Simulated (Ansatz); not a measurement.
Gas-phase electronic energies from Ansatz, PBE0-D4/def2-TZVP geometries. CBS: MP2 limit from def2 TZ/QZ plus the TZ coupled-cluster correction, frozen cores. Functionals use def2-TZVPP. For Ge outer-core shells are correlated without core-valence functions, which leaves a few kJ/mol of doubt a bond. Scalar relativity is left out up to krypton. One conformer a species, not always the lowest.

Consider the germylene loss: `[GeH3][SiH2][GeH2][GeH3]` → `[GeH3][SiH2][GeH3]` + `[GeH2]`.

`[GeH3][SiH2][GeH2][GeH3]`:

Z-matrix (Å, degrees):
```
Ge
Si 1 2.379
H 1 1.538 2 110.2
H 1 1.538 2 111.5 3 120.6
H 1 1.538 2 109.8 3 -119.1
Ge 2 2.379 1 109.6 3 56.5
H 2 1.489 1 109.9 3 -65.4
H 2 1.489 1 109.2 3 175.9
Ge 6 2.424 2 110.0 1 54.3
H 6 1.541 2 109.5 1 -65.3
H 6 1.541 2 110.9 1 175.8
H 9 1.538 6 109.8 2 -62.6
H 9 1.537 6 111.1 2 177.2
H 9 1.538 6 110.0 2 56.7
```

`[GeH3][SiH2][GeH3]`:

Cartesian coordinates in Å:
```
Ge 0.446 -1.055 -1.623
Si 0.529 0.829 -0.174
Ge -0.824 0.463 1.748
H 1.316 -0.839 -2.873
H -1.002 -1.310 -2.075
H 0.950 -2.309 -0.889
H 0.047 2.037 -0.899
H 1.937 1.071 0.248
H -0.330 -0.777 2.513
H -2.284 0.219 1.327
H -0.785 1.671 2.699
```

`[GeH2]`:

```xyz
3

Ge   -0.316   -0.661   -0.148
H    -0.331    0.771   -0.849
H     0.647   -0.110    0.997
```

```csv
level,ΔE (kJ/mol)
PBE-QIDH,226.7
r2SCAN,218.8
```

Problem. What does CCSD(T)/CBS give? (Best estimate.)

Solution. Ansatz gave: +209.7 kJ/mol. The listed levels differ from it by 17.0, 9.1 kJ/mol.

Largest T1 diagnostic among the species: 0.012.

From BLYP to BHLYP (50 % exact exchange), in def2-TZVPP and without D4, ΔE moves by +24.7 kJ/mol. Leaving LDA and LC-ωPBE aside and taking each functional with its dispersion term where it has one, the values, not all of them listed here, spread over 44.5 kJ/mol, from BLYP-D4 to PBE-QIDH. LDA lies +42.5 kJ/mol from PBE without D4.
